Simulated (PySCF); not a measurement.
PBEsol on B (boron, neutral), [He] 2s2 3d1, 2D determinant (an excited configuration). Calculation: PySCF 2.14, in aug-cc-pVTZ-DK; the spin-free X2C one-electron Hamiltonian (Gaussian nucleus).

```
cycle= 1 E= -24.2031229206079  delta_E= -0.00202  |g|= 0.00925  |ddm|= 0.147
cycle= 2 E= -24.2031345173206  delta_E= -1.16e-05  |g|= 0.000981  |ddm|= 0.0205
cycle= 3 E= -24.2031346972503  delta_E= -1.8e-07  |g|= 5.58e-05  |ddm|= 0.00117
cycle= 4 E= -24.2031347006946  delta_E= -3.44e-09  |g|= 9.83e-06  |ddm|= 0.000197
cycle= 5 E= -24.2031347007846  delta_E= -9.01e-11  |g|= 3.53e-07  |ddm|= 4.84e-05
converged SCF energy = -24.2031347007846  <S^2> = 0.75012506  2S+1 = 2.0001251
```

Highest occupied orbital energy: 0.762 eV; ⟨L²⟩ = 6.00; populations by l: s 4.00, p 0.00, d 1.00, f 0.00.

Question: Can this result be used?

Answer: Not for this state. Self-consistency was reached. The outer electron is Rydberg-like, and this basis confines it to a smaller radius and binds it less than a complete one would. At PBEsol the highest occupied level has a positive energy, so only the finite basis holds that electron; for this excited configuration the basis is too tight for the outer shell.
